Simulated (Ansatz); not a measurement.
Isolated molecules relaxed with PBE0-D4/def2-TZVP in Ansatz; ΔE leaves out vibrations. CBS: MP2 limit from def2 TZ/QZ plus the TZ coupled-cluster correction, frozen cores. DFT in def2-TZVPP. B3LYP here is the variant with VWN-RPA as its local correlation; programs differ in this. For Ga outer-core shells are correlated without core-valence functions, which leaves a few kJ/mol of doubt a bond. Scalar relativity is left out up to krypton. Each species was taken in one conformer, which may not be the lowest.

Reaction (redistribution): `F[CH]([SiH3])[GaH2]` + `CB[SiH2]N` → `C[BH][GaH2]` + `N[SiH2]C(F)[SiH3]`

```csv
level,ΔE (kJ/mol),difference from CCSD(T)/CBS
PBE-D4,-16.7,0.5
r2SCAN-D4,-18.8,-1.6
PBE0-D4,-17.3,-0.1
B3LYP-D4,-18.8,-1.6
ωB97X-V,-17.7,-0.5
ωB97M-V,-21.2,-4.0
PBE,-15.3,1.9
B3LYP,-16.7,0.5
HF/def2-TZVPP,-17.4,-0.2
MP2/def2-TZVPP,-17.7,-0.5
SCS-MP2/def2-TZVPP,-17.3,-0.1
CCSD/def2-TZVPP,-17.5,-0.3
HF/def2-QZVPP,-17.1,0.1
MP2/def2-QZVPP,-17.5,-0.3
HF/CBS(def2),-17.0,0.2
CCSD/CBS(def2),-17.4,-0.2
CCSD(T)/CBS,-17.2,0
```

Largest T1 diagnostic among the species: 0.013.
